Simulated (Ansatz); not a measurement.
```yaml
crystal:
  periodic: [false, false, false]
  atoms:
    - {symbol: Ga, position_ang: [0.536847, 1.011817, -0.060695]}
    - {symbol: Cl, position_ang: [2.737830, 1.235882, -0.029008]}
    - {symbol: Cl, position_ang: [-0.225482, 3.168322, -0.106908]}
    - {symbol: Si, position_ang: [-0.593959, -1.149209, -0.087097]}
    - {symbol: H, position_ang: [-1.933402, -1.021788, 0.666670]}
    - {symbol: H, position_ang: [0.108981, -2.182045, 0.580665]}
    - {symbol: H, position_ang: [-0.677194, -1.181540, -1.626860]}
basis:
  gaussian: {orbitals: def2-SVPD}
magnetization: {spin_polarized: true, initial_magnetization: 2}
hamiltonian: {xc: {name: RPBE}, dispersion: d4}
output: {forces: true}
```

```sh
$ ansatz run in.yaml --threads 4 --pin off --events-out ev --progress --plain --max-ram 3916MiB
```

It prints (some lines left out):

```
Functional definition: RPBE
1387 factors; their error is unknown
mean field evaluation 1: about -85323.8959 eV, gradient 2.4e1 eV
mean field evaluation 2: about -85310.5229 eV, gradient 5.3e1 eV
mean field evaluation 4: about -85323.7793 eV, gradient 1.6e1 eV
mean field evaluation 8: about -85326.2965 eV, gradient 6.0e-1 eV
mean field evaluation 16: about -85326.2612 eV, gradient 7.1e-3 eV
mean field evaluation 32: about -85326.2612 eV, gradient 1.1e-5 eV
mean field evaluation 64: about -85326.2515 eV, gradient 3.7e-1 eV
mean field evaluation 96: about -85325.4015 eV, gradient 1.7e0 eV
mean field -85326.26123732 eV, -3135.6822642545 hartree, gradient 5.6e-6 eV, S^2 2.003806; 10 other end points of the search recorded, 0 dependent functions left out
reference -85326.26129594 eV, -3135.6822664088 hartree; 42, 40 occupied and 98, 100 virtual orbitals, 1387 factors
Total energy: -85326.81089079 eV, -3135.7024636467 hartree
Atom 0 at     0.536847     1.011817    -0.060695 Å, force     0.211806     1.415686    -1.773496 eV/Å
Atom 1 at     2.737830     1.235882    -0.029008 Å, force     0.456896    -0.403552     0.510023 eV/Å
Atom 2 at    -0.225482     3.168322    -0.106908 Å, force    -0.340885    -0.182674     0.586019 eV/Å
Atom 3 at    -0.593959    -1.149209    -0.087097 Å, force    -1.736600     0.727681     0.179229 eV/Å
Atom 4 at    -1.933402    -1.021788     0.666670 Å, force     0.329741     0.096145    -0.579446 eV/Å
Atom 5 at     0.108981    -2.182045     0.580665 Å, force     1.048696    -1.480910     0.438592 eV/Å
Atom 6 at    -0.677194    -1.181540    -1.626860 Å, force     0.030346    -0.172376     0.639079 eV/Å
Dipole moment:    -0.351809    -0.723084     0.057883 e Å
```

It took 18 s on 4 threads of Arm Neoverse V1 on a shared host.
